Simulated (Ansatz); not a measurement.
Consider the substitution at a C–Ge bond: `[CH3][GeH]([SiH3])[Cl]` + `CN[SiH]([SiH3])Cl` → `CN(C)[SiH]([SiH3])Cl` + `[SiH3][GeH2][Cl]`.

Program: Ansatz. Geometries: PBE0-D4/def2-TZVP. ΔE: electronic, gas phase. CCSD(T)/CBS is the MP2 limit (def2-TZVPP, def2-QZVPP) plus CCSD(T) − MP2 in def2-TZVPP, frozen cores. Functionals use def2-TZVPP. B3LYP here is the variant with VWN-RPA as its local correlation; programs differ in this. HSE06 is defined as in plane-wave codes. For Ge outer-core shells are correlated without core-valence functions, which leaves a few kJ/mol of doubt a bond. Scalar relativity is left out up to krypton. Each species was taken in one conformer, which may not be the lowest.

`[CH3][GeH]([SiH3])[Cl]`:

Cartesian coordinates in Å:
```
C 1.493 1.034 0.133
Ge -0.289 0.559 -0.492
Si -1.040 -1.598 0.187
Cl -1.664 1.973 0.429
H 1.545 0.936 1.218
H 1.715 2.066 -0.142
H 2.236 0.375 -0.321
H -0.422 0.795 -2.009
H -0.962 -1.692 1.668
H -0.171 -2.645 -0.414
H -2.441 -1.805 -0.257
```

`CN[SiH]([SiH3])Cl`:

```xyz
13

C     1.858    0.110   -0.377
N     0.966    0.779    0.548
Si   -0.561    0.194    1.020
Si   -1.863   -0.393   -0.832
Cl   -0.488   -1.530    2.193
H     2.552   -0.577    0.119
H     1.275   -0.475   -1.092
H     2.440    0.836   -0.950
H     1.441    1.394    1.190
H    -1.167    1.240    1.879
H    -3.191   -0.868   -0.363
H    -2.053    0.775   -1.734
H    -1.208   -1.487   -1.599
```

`CN(C)[SiH]([SiH3])Cl`:

Cartesian coordinates in Å:
```
C 0.731 -1.415 -0.206
N 0.781 0.009 0.024
C 2.121 0.550 -0.017
Si -0.580 1.012 -0.188
Si -2.530 0.005 0.617
Cl -0.985 1.480 -2.183
H 1.128 -1.688 -1.194
H 1.321 -1.946 0.550
H -0.295 -1.783 -0.149
H 2.107 1.621 0.193
H 2.751 0.066 0.739
H 2.597 0.401 -0.996
H -0.262 2.313 0.449
H -2.367 -0.419 2.035
H -2.872 -1.188 -0.203
H -3.646 0.983 0.528
```

`[SiH3][GeH2][Cl]`:

```xyz
8

Si   -0.561   -0.617   -0.924
Ge    0.561    0.700    0.711
Cl    0.368   -0.362    2.592
H    -0.470    0.053   -2.249
H    -1.985   -0.758   -0.533
H     0.084   -1.952   -0.994
H    -0.068    2.084    0.937
H     2.070    0.853    0.462
```

```json
{"level": "PBE-D4", "ΔE (kJ/mol)": "60.8", "difference from CCSD(T)/CBS": "-5.0"}
{"level": "revPBE-D4", "ΔE (kJ/mol)": "57.5", "difference from CCSD(T)/CBS": "-8.3"}
{"level": "r2SCAN-D4", "ΔE (kJ/mol)": "64.2", "difference from CCSD(T)/CBS": "-1.6"}
{"level": "B97M-V", "ΔE (kJ/mol)": "60.4", "difference from CCSD(T)/CBS": "-5.4"}
{"level": "PBE0-D4", "ΔE (kJ/mol)": "62.2", "difference from CCSD(T)/CBS": "-3.6"}
{"level": "B3LYP-D4", "ΔE (kJ/mol)": "60.8", "difference from CCSD(T)/CBS": "-5.0"}
{"level": "r2SCANh-D4", "ΔE (kJ/mol)": "64.5", "difference from CCSD(T)/CBS": "-1.3"}
{"level": "r2SCAN0-D4", "ΔE (kJ/mol)": "64.6", "difference from CCSD(T)/CBS": "-1.2"}
{"level": "HSE06-D4", "ΔE (kJ/mol)": "62.4", "difference from CCSD(T)/CBS": "-3.4"}
{"level": "BHLYP-D4", "ΔE (kJ/mol)": "61.8", "difference from CCSD(T)/CBS": "-4.0"}
{"level": "ωB97M-V", "ΔE (kJ/mol)": "63.3", "difference from CCSD(T)/CBS": "-2.5"}
{"level": "B2PLYP", "ΔE (kJ/mol)": "64.7", "difference from CCSD(T)/CBS": "-1.1"}
{"level": "PBE-QIDH", "ΔE (kJ/mol)": "65.0", "difference from CCSD(T)/CBS": "-0.8"}
{"level": "revPBE", "ΔE (kJ/mol)": "66.1", "difference from CCSD(T)/CBS": "0.3"}
{"level": "BLYP", "ΔE (kJ/mol)": "63.8", "difference from CCSD(T)/CBS": "-2.0"}
{"level": "r2SCAN", "ΔE (kJ/mol)": "64.9", "difference from CCSD(T)/CBS": "-0.9"}
{"level": "PBE0", "ΔE (kJ/mol)": "63.8", "difference from CCSD(T)/CBS": "-2.0"}
{"level": "B3LYP", "ΔE (kJ/mol)": "63.7", "difference from CCSD(T)/CBS": "-2.1"}
{"level": "r2SCANh", "ΔE (kJ/mol)": "65.1", "difference from CCSD(T)/CBS": "-0.7"}
{"level": "r2SCAN0", "ΔE (kJ/mol)": "65.3", "difference from CCSD(T)/CBS": "-0.5"}
{"level": "HSE06", "ΔE (kJ/mol)": "63.9", "difference from CCSD(T)/CBS": "-1.9"}
{"level": "BHLYP", "ΔE (kJ/mol)": "63.1", "difference from CCSD(T)/CBS": "-2.7"}
{"level": "CAM-B3LYP", "ΔE (kJ/mol)": "61.3", "difference from CCSD(T)/CBS": "-4.5"}
{"level": "LC-ωPBE", "ΔE (kJ/mol)": "64.4", "difference from CCSD(T)/CBS": "-1.4"}
{"level": "RPA@PBE/def2-TZVPP", "ΔE (kJ/mol)": "59.2", "difference from CCSD(T)/CBS": "-6.6"}
{"level": "HF/def2-SVP", "ΔE (kJ/mol)": "52.3", "difference from CCSD(T)/CBS": "-13.5"}
{"level": "MP2/def2-SVP", "ΔE (kJ/mol)": "50.6", "difference from CCSD(T)/CBS": "-15.2"}
{"level": "CCSD/def2-SVP", "ΔE (kJ/mol)": "46.5", "difference from CCSD(T)/CBS": "-19.3"}
{"level": "CCSD(T)/def2-SVP", "ΔE (kJ/mol)": "45.2", "difference from CCSD(T)/CBS": "-20.6"}
{"level": "HF/def2-TZVPP", "ΔE (kJ/mol)": "63.1", "difference from CCSD(T)/CBS": "-2.7"}
{"level": "MP2/def2-TZVPP", "ΔE (kJ/mol)": "67.7", "difference from CCSD(T)/CBS": "1.9"}
{"level": "SCS-MP2/def2-TZVPP", "ΔE (kJ/mol)": "64.6", "difference from CCSD(T)/CBS": "-1.2"}
{"level": "CCSD/def2-TZVPP", "ΔE (kJ/mol)": "64.6", "difference from CCSD(T)/CBS": "-1.2"}
{"level": "CCSD(T)/def2-TZVPP", "ΔE (kJ/mol)": "64.0", "difference from CCSD(T)/CBS": "-1.8"}
{"level": "HF/def2-QZVPP", "ΔE (kJ/mol)": "62.2", "difference from CCSD(T)/CBS": "-3.6"}
{"level": "MP2/def2-QZVPP", "ΔE (kJ/mol)": "68.4", "difference from CCSD(T)/CBS": "2.6"}
{"level": "SCS-MP2/def2-QZVPP", "ΔE (kJ/mol)": "65.5", "difference from CCSD(T)/CBS": "-0.3"}
{"level": "HF/CBS(def2)", "ΔE (kJ/mol)": "62.1", "difference from CCSD(T)/CBS": "-3.7"}
{"level": "MP2/CBS(def2)", "ΔE (kJ/mol)": "69.5", "difference from CCSD(T)/CBS": "3.7"}
{"level": "CCSD/CBS(def2)", "ΔE (kJ/mol)": "66.4", "difference from CCSD(T)/CBS": "0.6"}
{"level": "CCSD(T)/CBS", "ΔE (kJ/mol)": "65.8", "difference from CCSD(T)/CBS": "0"}
```

Largest T1 diagnostic among the species: 0.011.

At CCSD(T), def2-SVP lies −20.6 kJ/mol from the extrapolated value and def2-TZVPP −1.8 kJ/mol. Leaving LDA and LC-ωPBE aside and taking each functional with its dispersion term where it has one, the values spread over 7.5 kJ/mol, from revPBE-D4 to PBE-QIDH. LDA lies −9.8 kJ/mol from PBE without D4.
